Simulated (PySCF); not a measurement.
## Predicted spectroscopic data

Theoretical values (PySCF 2.14.0 with density-fitted response routines): shieldings: GIAO PBE0/pcSseg-1, coordinates at the GFN2-xTB level. In vacuum, non-relativistic, averaged over atoms made equivalent by symmetry, fast rotation or ring inversion, a single conformation.

Referencing at the same level of theory: TMS for 1H (31.72 ppm) and 13C (186.93 ppm). Splittings of carbon signals by F and P are missing where no couplings were computed. Where no couplings were computed, multiplicities follow the n + 1 count of equivalent neighbours, and m marks all less simple cases (inequivalent or close neighbours, rings, F or P nearby). Shifts are as computed. Against solution values, carbons near 30 ppm lie about +3 ppm off and those near 130 ppm about +5 ppm. Of 1309 compounds with measured shifts, 239 miss one by over three times the rms of a fit or turn the order of signals round; such compounds aren't used in these exercises.

Compound 1 (C8H12Si). 1H NMR (600 MHz, computed): δ 4.77 (br s, 1H), 4.15 (br s, 1H), 3.27 (m, 1H), 2.70 (m, 1H), 2.31 (s, 3H), 2.01 (s, 3H), 1.42 (m, 1H), 1.36 (m, 1H). 13C{1H} NMR (computed): δ 157.3 (C), 105.4 (CH2), 90.0 (C), 81.2 (C), 28.9 (CH3), 18.0 (C), 16.9 (CH2), 5.2 (CH3). Structure: SMILES C=C(C)[C@]1(C#CC)C[SiH2]1.

Compound 2 (C5H10FNSi3). 1H NMR (600 MHz, computed): δ 4.86 (s, 6H), 2.12 (s, 3H), 1.90 (s, 1H). 13C{1H} NMR (computed): δ 111.0 (C), 100.8 (CH), 87.6 (C), 83.9 (C), 5.6 (CH3). Structure: SMILES C(#C)[Si@@](F)(C#CC)N([SiH3])[SiH3].
